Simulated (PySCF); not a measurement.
Be(H)2 cation (BeH₂), SMILES [BeH2] (connectivity only; charge and spin as stated), charge +1, multiplicity 2.

Geometry optimised at PBE-D3(BJ)/def2-TZVPD. A frequency run showed that this geometry is not a minimum. The multiplicity is an assumed one; other spin states were not compared. The isomer is the one that the SMILES or the coordinates give; other isomers of the formula were not compared.

Method: PBE-D3(BJ)/def2-TZVPD (PySCF).

Harmonic, unscaled wavenumbers; measured fundamentals usually lie a few per cent lower.

Modes within 1.5 cm⁻¹ of each other (mostly degenerate sets) share a row, with their intensities summed.

Computed vibrational spectrum:
| mode | ν (cm⁻¹) | IR (km/mol) | moving atoms (share of kinetic energy) |
|---|---|---|---|
| 1–2 | 144i | 126.0 | H 82 %, Be 18 % |
| 3 | 1132 | 2825.5 | H 82 %, Be 18 % |
| 4 | 1570 | 0.0 | H 100 % |
